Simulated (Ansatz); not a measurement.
Start from `[SH][InH][SH]` and change one atom or group to get `[SH][InH2]`.

Ansatz, PBE0-D4/def2-TZVP geometries, multiplicity 1. Each molecule was computed in one conformer, which needn't be the lowest.

Elements past krypton have def2 core potentials.

```
                                      property  `[SH][InH][SH]`
zero-point energy (PBE0-D4/def2-TZVP) / kJ/mol             64.3
         LUMO energy (ωB97M-V/def2-TZVPP) / eV             0.09
           HOMO–LUMO gap (PBE/def2-TZVPP) / eV             4.11
             LUMO energy (PBE/def2-TZVPP) / eV            -2.11
       HOMO–LUMO gap (ωB97M-V/def2-TZVPP) / eV             9.64
            LUMO energy (PBE0/def2-TZVPP) / eV            -1.43
```

(1) Give the same properties after the change, and the shifts. (Estimate.)

Results:

(1) Computed: 
```
                                      property  `[SH][InH2]`  shift
zero-point energy (PBE0-D4/def2-TZVP) / kJ/mol          55.3   -9.0
         LUMO energy (ωB97M-V/def2-TZVPP) / eV         -0.19  -0.28
           HOMO–LUMO gap (PBE/def2-TZVPP) / eV          3.89  -0.22
             LUMO energy (PBE/def2-TZVPP) / eV         -2.39  -0.28
       HOMO–LUMO gap (ωB97M-V/def2-TZVPP) / eV          9.39  -0.25
            LUMO energy (PBE0/def2-TZVPP) / eV         -1.69  -0.26
```

The zero-point energy changes by -9.0 kJ/mol with -3 modes.
